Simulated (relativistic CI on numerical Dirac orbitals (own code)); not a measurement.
Method of calculation: Dirac-Coulomb-Breit CI, orbitals from a KLI potential per configuration, QED by a radiative potential, unscaled Slater integrals (own radial code, finite nucleus).

The strongest absorption lines from the ground level of an ion, among the configurations computed and to levels below about 486 eV (vacuum wavelength in Å, gf): 35.949 (0.066), 40.623 (0.079), 40.833 (0.46), 41.313 (1.1), 41.420 (0.38), 42.489 (0.062), 42.816 (0.75), 45.725 (0.13).

(1) Which ion is it?
A. Pm38+
B. Pm36+
C. Gd41+
D. Ho44+

## Answers

(1) A. Pm38+ has 23 electrons and the ground level 3s2 3p6 3d5 4P_5/2; the strongest line goes to 3s2 3p5 3d6 6P°_5/2. The pattern of lines fixes the number of electrons, and along that sequence the line energies rise steadily with the charge (about as its square where n changes within one kind of shell, about linearly where n is kept but much faster in heavy ions where fine structure, which grows about as Z⁴, sets the gap, and irregularly where shells cross), which fixes Z. Configurations outside the model, such as inner-shell arrays, can give stronger lines. At this charge energies of transitions that change n are usually good to better than 1 %, and those within a shell (Δn = 0) to a few per cent. Terms inside the open d or f shell come out 10 to 20 % too wide with unscaled integrals.

LS names give the leading component of a level, which can be under half, so a name can repeat, a term be missing and a line seem to break the LS rules.
